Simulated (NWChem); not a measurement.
C$_{3}$H$_{3}$ClF$_{2}$; SMILES [C@]1([C@H](F)C1)(Cl)F

```xyz
9

F      0.0406    -2.1403    -0.6106
C      0.6534    -1.0045    -0.2273
C      0.5261    -0.5922     1.2175
C     -0.2094     0.1477     0.1520
F     -1.5344    -0.0266     0.0810
Cl     0.2748     1.7736    -0.2833
H      1.5884    -0.8136    -0.7645
H      1.3759    -0.1220     1.7171
H     -0.1037    -1.2404     1.8343
```
Atoms are numbered in this order, from 1.

Structure relaxed at the PBE0/def2-SVP level.

Q: Give the principal values of the shielding tensors (ppm) of F1, C2, C3, C4, F5 from Hartree-Fock/6-31G* (spherical d), GIAO (NWChem), with their diamagnetic and paramagnetic parts as GIAO splits them.

A: 
```
atom    σ11    σ22    σ33  isotropic  diamagnetic  paramagnetic
----  -----  -----  -----  ---------  -----------  ------------
F1    425.3  437.1  493.2      451.9        474.4         -22.5
C2     97.2  112.7  200.5      136.8        241.3        -104.5
C3    153.4  174.5  212.0      179.9        250.8         -70.9
C4     91.9  101.4  173.2      122.2        243.4        -121.2
F5    317.3  385.8  506.5      403.2        475.0         -71.8
```
